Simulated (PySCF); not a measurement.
Br₂⁻: one state, many levels of theory

State: doublet, unpaired electrons σ ↑. Set-up: basis Br def2-TZVPPD; no relativity; PySCF 2.14. De refers to Br + Br⁻ in their high-spin ground configurations, without counterpoise correction. The functionals are run spin-unrestricted.

```tsv
Level	Re (Å)	ωe (cm⁻¹)	De (eV)	CPU s a point (SCF and correlation, without the integrals)
UHF	2.913	151	n/a	2.7
UHF-MP2	2.822	165	1.26	6.4
UHF-SCS-MP2	2.844	161	1.14	n/a
PBE	2.943	124	1.67	2.6
PBEsol	2.875	137	1.80	1.7
r²SCAN	2.924	131	1.59	3.6
B3LYP	2.966	125	1.45	4.9
PBE0	2.883	142	1.48	6.6
M06	2.968	121	1.44	5.4
BHandHLYP	2.905	144	1.23	3.5
M06-2X	2.869	154	1.28	5.2
ωB97X	2.888	151	1.34	7.2
```

What does a quarter of exact exchange do here, going from PBE to PBE0?

PBE0 less PBE: -6.0 pm in Re, +14.5 % in ωe, -0.19 eV in De. Exact exchange removes part of the self-interaction that spreads semilocal densities, and in most molecules shortens and stiffens the bond and lowers De; so it does here.

Correlated steps freeze 18 core orbitals. Spin–orbit coupling is left out. The state was picked by a PBE0 search and need not be the measured ground state.

The whole job (state search and all levels along the bond) took about 6.4 min on 2 threads of Arm Neoverse V1 (shared host), peak memory 5.3 GiB.
